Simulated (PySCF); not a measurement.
## HCoO: map over both bonds

All numbers come from PySCF, UPBE0, basis Co def2-TZVP, O def2-TZVP, H def2-TZVP (no relativity, density fitting).

Rigid scan from the quintet minimum (Co–H 1.596 Å, Co–O 1.628 Å; H–Co–O 157.7°). Coordinate: rows scale the first bond (Co–O), columns the second (Co–H). Energies in kJ/mol from the minimum.

```csv
scale \ scale,0.94,0.97,1.00,1.04,1.09,1.15
0.94,26.2,20.8,18.7,20.2,27.2,41.1
0.97,10.8,5.9,4.1,5.9,13.3,?
1.00,6.0,1.4,0.0,2.2,9.9,24.7
1.04,10.1,6.1,5.1,?,16.2,31.4
1.09,?,19.3,18.9,?,31.0,?
1.15,63.4,60.0,59.7,63.0,71.9,87.6
```

(1) Fill in the five missing cells, row by row.

Results:

(1) 27.7, 7.8, 22.9, 22.1, 46.8.

Open d and f shells are described by one determinant, and the ground state may have another occupation or spin.

Other isomers or separated fragments may lie lower.
